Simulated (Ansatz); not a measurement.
This triplet is an excited state, 0.42 eV above the relaxed singlet at the level frozen-core CCSD(T)/cc-pVTZ // B3LYP-D3(BJ)/def2-TZVP (Ansatz, a program for electronic structure).

Species: H$_{2}$AlFGe, SMILES `[F][Ge][AlH2]` (excited triplet) (charge 0, multiplicity 3).

**Question.** Give a relaxed geometry from B3LYP-D3(BJ)/def2-TZVP (Ansatz).

**Answer.** Several could match; the one computed here: the end point of this relaxation, one of several conformers (outside a Z-matrix the atoms follow the SMILES, hydrogens last).
Z-matrix (Å, degrees):
```
Al
H 1 1.5740
H 1 1.5741 2 129.49
Ge 1 2.5031 2 111.87 3 -180.00
F 4 1.7717 1 110.18 2 179.95
```
